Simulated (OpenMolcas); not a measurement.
An OpenMolcas run meant for Pb III (ANO-RCC-VQZP, DKH2; inactive shells 1s 2s 2p 3s 3p 3d 4s 4p 4d 4f 5s 5p 5d; intended active space 2 electrons in 4 orbitals (6s 6p)). One step of its input:

```
&CASPT2
Multistate=3 1 2 3
Frozen=15 19
IPEA=0.25
Shift=5.0
MaxIter=60
WThr=0.0 0.3 0.05
PrWF=0.5
NoMix
```

The run finished. Its levels beside those of a sound run (SS-CASPT2, IPEA 0.25 Eh, imaginary shift 0.1 Eh (closed shells correlated: 5d)), in cm⁻¹ above each run's lowest level:

```
     Level  This run  Usual run
   6s² ¹S₀       0.0        0.0
6s 6p ³P°₀     60213      62225
6s 6p ³P°₁     63947      65724
6s 6p ³P°₂     74942      76955
6s 6p ¹P°₁     95767      92659
   6p² ³P₀    146359     146729
   6p² ³P₁    155632     156706
   6p² ¹S₀    187687     183942
```

Problem. Which setting is unsound, and how much does it matter here?

Solution. The level shift is far above the usual 0.1 to 0.3 hartree and damps the second-order energy. Against the sound run the excited levels shown move by 2000 cm-1 on average and by 3700 cm-1 at most.

Over all roots computed the reference weight is 0.86 to 0.93 in the sound run; the roots of lowest weight are the least certain, and an intruder state may touch them. The ¹D term of p² mixes with s d, which this space lacks. Spin-orbit splittings of 6p shells tend to come out small when the coupling is added on scalar orbitals. Levels of configurations outside the active space are missing.

° marks odd parity.
